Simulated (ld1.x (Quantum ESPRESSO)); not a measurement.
Before and after: RRKJ potential for arsenic (As)

* Element: arsenic (As)
* Generator: ld1.x (Quantum ESPRESSO) 7.5
* Type: norm-conserving RRKJ (Kleinman–Bylander form)
* Functional: PBE
* Relativity: scalar-relativistic
* Frozen core: [Ar] 3d10
* Valence charge: 5
* Reference configuration: 4s2 4p2.5 (charge +0.5)
* Partial waves: 4p (bound): rc 1.75 bohr; 4d channel at -0.1 Ry: rc 1.75 bohr; 4s (bound): rc 1.30 bohr
* Local potential: the s channel
* Core correction: a·sin(br)/r model core inside 0.65 bohr
* rho0: 0.005

Change: all radii but the core radius scaled by about 1.20 (s 1.56, p 2.10, d 2.10 bohr).

Cutoffs: the cutoffs (Ry, on a coarse ladder) from which the occupation-weighted sum of valence levels, in a spherical-Bessel basis at the reference potential, stays within 10 and 1 mRy of its value at 400 Ry; they do not see the model core or the augmentation charge, which bear on the density cutoff. Errors are all-electron minus pseudo energies relative to the spin-unpolarised reference configuration.

Predict the effect on cutoff, ghosts and configuration errors.

The potential gets softer (45 Ry and 100 Ry → 35 Ry and 50 Ry); the bound ghost in d disappears; of the 7 tests that both files solve, the error grows in 0 and shrinks in 3 by more than 15 % and 0.3 meV (median size 13.0 → 11.7 meV). A larger radius leaves more room for a smooth pseudo-wave, so fewer plane waves are needed. That the errors move this way runs against the usual rule that smaller radii transfer better.

| quantity | base | changed |
| --- | --- | --- |
| cutoff, loose | 45 Ry | 35 Ry |
| cutoff, tight | 100 Ry | 50 Ry |
| loose cutoff by channel (10 mRy a level) | p 25 Ry, s 40 Ry | p 18 Ry, s 18 Ry |
| bound ghosts | d | none |
| error for 4s2 4p3, meV [ΔE -3.56 eV] | 0.0 | +0.2 |
| error for 4s2 4p2, meV [ΔE 5.59 eV] | -1.9 | -1.5 |
| error for 4s2 4p1, meV [ΔE 23.51 eV] | -19 | -15 |
| error for 4s2 4p3.3, meV [ΔE -4.79 eV] | -0.5 | 0.0 |
| error for 4s0 4p5, meV [ΔE 15.50 eV] | -59 | -52 |
| error for 4s2 4p0, meV [ΔE 51.21 eV] | -66 | -59 |
| error for 4s1 4p4, meV [ΔE 5.86 eV] | -13 | -12 |

 A true bound ghost makes a file unfit for plane-wave use even where its test errors are small: the radial tests pick states by their node count and pass the ghost by.
